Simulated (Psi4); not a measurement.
BF, triplet, at a GFN2-xTB geometry (the spin is typed, not shown lowest). Base run: M06-2X/def2-SVP in Psi4 1.11.

Geometry (Å):
```xyz
2

B      0.0000     0.0000    -0.8621
F      0.0000     0.0000     0.4790
```
Charge 0, spin multiplicity 3.
Orbitals are unrestricted.
All else is at Psi4's defaults (density fitting).

Variants of this job, named by their change:

| change | E (Eh) | SCF-reference dipole (D) | SCF-reference <S^2> | core-seconds (rough) | outcome |
|---|---|---|---|---|---|
| base | -124.39353 | 0.81 | 2.002 | 7 | converged |
| functional = pbe0-dh | -124.29790 | - | 2.003 | 5 | converged |
| functional = m11 | -124.40065 | 0.87 | 2.002 | 7 | converged |
| functional = bp86 | -124.43421 | 0.59 | 2.003 | 6 | converged |
| functional = m06 | -124.38323 | 0.91 | 2.003 | 6 | converged |
| functional = tpss | -124.45432 | 0.62 | 2.003 | 9 | converged |
| functional = m06-l | - | - | - | - | not converged |
| functional = blyp | -124.42336 | 0.58 | 2.002 | 5 | converged |
| functional = hf (with energy('scf')) | -123.91019 | 1.28 | 2.003 | 4 | converged |
| functional = pbe | -124.30579 | 0.57 | 2.003 | 6 | converged |
| functional = tpssh | -124.44108 | 0.70 | 2.003 | 9 | converged |
| functional = svwn | -123.79317 | 0.58 | 2.004 | 5 | converged |
| functional = wb97m-v | -124.39605 | 0.77 | 2.002 | 10 | converged |

Totals shift with the method and basis; they matter in differences.

Open shells are given as the SCF converged; they aren't shown to be the lowest states, and a large step between rows can be another state.
